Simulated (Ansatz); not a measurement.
Calculated with Ansatz (gas phase, PBE0-D4/def2-TZVP geometries, no zero-point term in ΔE). CCSD(T)/CBS adds triple-zeta CCSD(T) − MP2 to the extrapolated MP2 energy (def2 sets, frozen cores). This one scheme is used for every species. DFT in def2-TZVPP. B3LYP here is the variant with VWN-RPA as its local correlation; programs differ in this.

Reaction (formal exchange of groups at the Al–Cl bond): `[Cl][Al]1[CH2]C[O]1` + SiH₄ → `[SiH3][Al]1[CH2]C[O]1` + HCl

```json
{"level": "PBE-D4", "ΔE (kJ/mol)": "141.4", "difference from CCSD(T)/CBS": "-17.3"}
{"level": "r2SCAN-D4", "ΔE (kJ/mol)": "159.9", "difference from CCSD(T)/CBS": "1.2"}
{"level": "PBE0-D4", "ΔE (kJ/mol)": "148.1", "difference from CCSD(T)/CBS": "-10.6"}
{"level": "B3LYP-D4", "ΔE (kJ/mol)": "159.1", "difference from CCSD(T)/CBS": "0.4"}
{"level": "ωB97X-V", "ΔE (kJ/mol)": "158.8", "difference from CCSD(T)/CBS": "0.1"}
{"level": "ωB97M-V", "ΔE (kJ/mol)": "165.2", "difference from CCSD(T)/CBS": "6.5"}
{"level": "B2PLYP", "ΔE (kJ/mol)": "164.5", "difference from CCSD(T)/CBS": "5.8"}
{"level": "PBE", "ΔE (kJ/mol)": "142.3", "difference from CCSD(T)/CBS": "-16.4"}
{"level": "r2SCAN", "ΔE (kJ/mol)": "160.3", "difference from CCSD(T)/CBS": "1.6"}
{"level": "PBE0", "ΔE (kJ/mol)": "149.0", "difference from CCSD(T)/CBS": "-9.7"}
{"level": "B3LYP", "ΔE (kJ/mol)": "160.5", "difference from CCSD(T)/CBS": "1.8"}
{"level": "HF/def2-TZVPP", "ΔE (kJ/mol)": "178.8", "difference from CCSD(T)/CBS": "20.1"}
{"level": "MP2/def2-TZVPP", "ΔE (kJ/mol)": "168.9", "difference from CCSD(T)/CBS": "10.2"}
{"level": "SCS-MP2/def2-TZVPP", "ΔE (kJ/mol)": "168.4", "difference from CCSD(T)/CBS": "9.7"}
{"level": "CCSD/def2-TZVPP", "ΔE (kJ/mol)": "159.4", "difference from CCSD(T)/CBS": "0.7"}
{"level": "CCSD(T)/def2-TZVPP", "ΔE (kJ/mol)": "157.6", "difference from CCSD(T)/CBS": "-1.1"}
{"level": "HF/def2-QZVPP", "ΔE (kJ/mol)": "178.4", "difference from CCSD(T)/CBS": "19.7"}
{"level": "MP2/def2-QZVPP", "ΔE (kJ/mol)": "169.4", "difference from CCSD(T)/CBS": "10.7"}
{"level": "SCS-MP2/def2-QZVPP", "ΔE (kJ/mol)": "169.1", "difference from CCSD(T)/CBS": "10.4"}
{"level": "HF/CBS(def2)", "ΔE (kJ/mol)": "178.4", "difference from CCSD(T)/CBS": "19.7"}
{"level": "MP2/CBS(def2)", "ΔE (kJ/mol)": "170.0", "difference from CCSD(T)/CBS": "11.3"}
{"level": "CCSD/CBS(def2)", "ΔE (kJ/mol)": "160.5", "difference from CCSD(T)/CBS": "1.8"}
{"level": "CCSD(T)/CBS", "ΔE (kJ/mol)": "158.7", "difference from CCSD(T)/CBS": "0"}
```

Largest T1 diagnostic among the species: 0.014.

From PBE to PBE0 (25 % exact exchange), in def2-TZVPP and without D4, ΔE moves by +6.8 kJ/mol. In def2-TZVPP, CCSD(T) changes the Hartree–Fock value by −21.2 kJ/mol (the triples alone add −1.8 kJ/mol) and MP2 by −9.9 kJ/mol.
